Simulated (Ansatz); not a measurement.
C$_{2}$H$_{10}$BNSi (`CCBN[SiH3]`) at its PBE0-D4/def2-TZVP geometry, where that method's forces vanish. Charge 0, multiplicity 1.

```xyz
15

C    -1.5083   -1.9412    0.5462
C    -1.2948   -0.4310    0.6491
B    -0.1757    0.1103   -0.3107
N     0.8306    0.9933    0.1174
Si    2.1044    1.6792   -0.8503
H    -2.3356   -2.2796    1.1750
H    -1.7295   -2.2369   -0.4824
H    -0.6157   -2.4916    0.8555
H    -1.1097   -0.1455    1.6921
H    -2.2290    0.0748    0.3646
H    -0.1602   -0.2218   -1.4677
H     0.8078    1.2583    1.0940
H     2.0143    3.1643   -0.8631
H     1.9656    1.1506   -2.2261
H     3.4357    1.3168   -0.2936
```

(1) What forces (eV/Å) does PBE-D4/def2-TZVPP give on these atoms in Ansatz 0.2.0? (An estimate is asked.)

## Answers

(1) Computed: 
```
C1  -0.016 -0.022  0.008
C2   0.111  0.053 -0.066
B3  -0.162 -0.120 -0.058
N4  -0.027 -0.045 -0.061
Si5  0.164  0.092 -0.115
H6  -0.165 -0.082  0.122
H7  -0.042 -0.068 -0.199
H8   0.168 -0.114  0.057
H9   0.029  0.070  0.213
H10 -0.187  0.101 -0.047
H11  0.010 -0.031 -0.123
H12 -0.004  0.099  0.356
H13 -0.005  0.157 -0.002
H14 -0.016 -0.056 -0.140
H15  0.142 -0.034  0.055
```
